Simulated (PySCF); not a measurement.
Orbital gap (eV) of eight silicon and germanium compounds: PBE beside B3LYP, computed with PySCF for isolated molecules in the bases named; differences from unrounded values. The eight are the first of their class met in an unordered collection, after screening for sound electronic states; none was chosen by its value. Each molecule has one DFT geometry for both levels.

```json
[
 {"molecule": "BGeH₆NO₂, SMILES OB(O)[NH][GeH3]", "basis": "def2-TZVP", "B3LYP": "7.14"},
 {"molecule": "Si(H)(Me)(OMe)(NH2) (C2H9NOSi), SMILES [SiH](OC)(N)C", "basis": "def2-TZVP", "B3LYP": "7.71"},
 {"molecule": "C2H10OSi3, SMILES [SiH2]1[C@H](O)C[Si@@H]1[SiH3]", "basis": "def2-TZVP", "B3LYP": "6.35"},
 {"molecule": "CH₅FO₂Si₂, SMILES O=C(O)[Si@@H](F)[SiH3]", "basis": "def2-TZVP", "B3LYP": "6.61"},
 {"molecule": "Ge(F)3(OH) (F₃GeHO), SMILES [OH][Ge]([F])([F])[F]", "basis": "def2-TZVP", "B3LYP": "8.32"},
 {"molecule": "C2H4ClFSi2, SMILES F[Si@@H]([SiH2]C#C)Cl", "basis": "def2-TZVP", "B3LYP": "6.82"},
 {"molecule": "Cl3H2NSi, SMILES N[Si](Cl)(Cl)Cl", "basis": "def2-TZVP", "B3LYP": "7.71"},
 {"molecule": "[(E)-but-2-enyl]silane (C₄H₁₀Si), SMILES C/C=C/C[SiH3]", "basis": "def2-TZVP", "B3LYP": "6.62"}
]
```

### Question
Estimate the PBE values and say how PBE differs from B3LYP over the set. (The exact figures need the calculation; the answer reports its results.)

### Answer

| molecule | PBE | difference |
|---|---|---|
| BGeH₆NO₂, SMILES OB(O)[NH][GeH3] | 5.47 | -1.67 |
| Si(H)(Me)(OMe)(NH2) (C2H9NOSi), SMILES [SiH](OC)(N)C | 5.99 | -1.72 |
| C2H10OSi3, SMILES [SiH2]1[C@H](O)C[Si@@H]1[SiH3] | 4.79 | -1.56 |
| CH₅FO₂Si₂, SMILES O=C(O)[Si@@H](F)[SiH3] | 4.56 | -2.05 |
| Ge(F)3(OH) (F₃GeHO), SMILES [OH][Ge]([F])([F])[F] | 6.03 | -2.29 |
| C2H4ClFSi2, SMILES F[Si@@H]([SiH2]C#C)Cl | 5.16 | -1.66 |
| Cl3H2NSi, SMILES N[Si](Cl)(Cl)Cl | 5.78 | -1.93 |
| [(E)-but-2-enyl]silane (C₄H₁₀Si), SMILES C/C=C/C[SiH3] | 4.98 | -1.63 |
PBE lies below B3LYP in 8 and above it in 0 of the eight; the mean signed difference is -1.81 and the largest -2.29 eV.
